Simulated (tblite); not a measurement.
C₇H₈NS (doublet state).
SMILES with atom numbers: `[S:1]=[CH:2][CH2:3][C@H:4]1[CH:5][CH:6]=[N:7][CH:8]=[CH:9]1` (hydrogens: H10 on C2; H11, H12 on C3; H13 on C4; H14 on C5; H15 on C6; H16 on C8; H17 on C9)

The geometry is computed with GFN2-xTB (gas phase). This method treats the open shell by occupation alone, without spin polarisation.

Q: List the bond lengths, angles and torsions at this level.

A: 
```tsv
bond	length (Å)
S1=C2	1.621
C2–C3	1.469
C3–C4	1.596
C4–C5	1.480
C5–C6	1.363
C6=N7	1.336
N7–C8	1.337
C8=C9	1.362
C4–C9	1.480
C2–H10	1.087
C3–H11	1.092
C3–H12	1.090
C4–H13	1.099
C5–H14	1.079
C6–H15	1.083
C8–H16	1.082
C9–H17	1.079
```

A selection of angles:
```tsv
angle	degrees
S1–C2–C3	123.8
S1–C2–H10	119.3
C3–C2–H10	116.8
C2–C3–C4	110.7
C2–C3–H11	110.6
C2–C3–H12	111.0
C4–C3–H11	106.7
C4–C3–H12	107.7
H11–C3–H12	110.0
C3–C4–C5	108.0
C3–C4–C9	109.8
C3–C4–H13	105.0
C5–C4–C9	111.3
C5–C4–H13	111.1
C9–C4–H13	111.3
C4–C5–C6	120.7
C4–C5–H14	118.1
C6–C5–H14	121.1
C5–C6–N7	124.6
C5–C6–H15	120.7
N7–C6–H15	114.7
C6–N7–C8	117.4
N7–C8–C9	124.7
N7–C8–H16	114.7
C9–C8–H16	120.6
C8–C9–H17	121.1
C4–C9–C8	120.6
C4–C9–H17	118.2
```

Torsions: S1–C2–C3–C4 104° (anticlinal); C2–C3–C4–C5 172° (antiperiplanar); C3–C4–C5–C6 112° (anticlinal); C4–C5–C6–N7 3° (synperiplanar); C5–C6–N7–C8 3° (synperiplanar); C6–N7–C8–C9 -3° (synperiplanar); N7–C8–C9–C4 -3° (synperiplanar); C3–C4–C9–C8 -111° (anticlinal).

C9 (carbon bonded to 2 C and H) is planar (angles 121.1°, 120.6° and 118.2°, sum 359.9°, 0.02 Å off the plane of its three neighbours). The C–C distances run from 1.362 Å (C8=C9, drawn double) to 1.596 Å (C3–C4, drawn single), a spread of 0.234 Å. C6 (carbon bonded to C, N and H) is planar (angles 124.6°, 120.7° and 114.7°, sum 360.0°, 0.00 Å off the plane of its three neighbours). The 6-membered ring C4–C5–C6–N7–C8–C9 has internal angles of 111.3° to 124.7° (sum 719°, against 720° for a flat polygon); it is slightly puckered (a soft mode that the optimisation may not have finished), 0.04 Å rms from its mean plane, widest ring torsion 9°. Of the pairs four or more bonds apart, C2···H17 is among the closest relative to their van der Waals radii: 2.86 Å, 99 % of the sum of Bondi's values. C2 (carbon bonded to C, S and H) is planar (angles 123.8°, 119.3° and 116.8°, sum 359.9°, 0.02 Å off the plane of its three neighbours). C5 (carbon bonded to 2 C and H) is planar (angles 121.1°, 120.7° and 118.1°, sum 359.9°, 0.02 Å off the plane of its three neighbours).

Point group: C1 (no symmetry element, even within 0.4 Å). Its GFN2-xTB frequencies are all real (lowest 35 cm⁻¹).

One conformer stands for the species.
